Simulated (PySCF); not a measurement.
F4Nb, charge +1, multiplicity 1. Atoms are numbered in the order given.

```xyz
5

Nb     0.0000     0.0000     0.0000
F      1.0317    -1.0317    -1.0317
F     -1.0317    -1.0317     1.0317
F     -1.0317     1.0317    -1.0317
F      1.0317     1.0317     1.0317
```
Charge +1, spin multiplicity 1.

Geometry optimised at PBE0-D3(BJ)/def2-SVP. The multiplicity is an assumed one; other spin states were not compared. The isomer is the one that the SMILES or the coordinates give; other isomers of the formula were not compared. The def2 effective core potentials stand for the cores of Nb; spin–orbit coupling is left out.

All values below come from ωB97X/def2-TZVPD in PySCF.

Mulliken values depend strongly on the basis, most of all with diffuse functions as here. ESP charges are fitted to the potential on shells at 1.4 to 2.0 van der Waals radii. Atomic charges (e):

| atom | ESP fit | Mulliken |
|---|---|---|
| Nb1 | 1.58 | 2.73 |
| F2 | -0.15 | -0.43 |
| F3 | -0.15 | -0.43 |
| F4 | -0.15 | -0.43 |
| F5 | -0.15 | -0.43 |
